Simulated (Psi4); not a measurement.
Dimer: NH3 (SMILES N) (first 4 atoms) with H2 (SMILES [H][H]); geometry from B3LYP-D3(BJ)/def2-TZVP, rigid monomers moved along the line of their centres of mass till N1···H5 is 3.66 Å.
(charge 0, multiplicity 1):
```xyz
6

N      0.01522    -0.00224    -0.13803
H     -0.71301     0.61807    -0.47297
H      0.89790     0.34403    -0.49618
H     -0.14559    -0.91232    -0.55419
H      0.02334    -0.22386     3.51688
H      0.02371    -0.27274     4.26327
```

All values below come from SAPT0/jun-cc-pV(D+d)Z (Psi4 1.11).

Question: Give the four SAPT terms and the total, and say what mostly holds the pair together.

Answer: electrostatics -0.29, exchange 0.09, induction -0.06, dispersion -0.07, total -0.33 kcal/mol; the largest attraction is electrostatics.
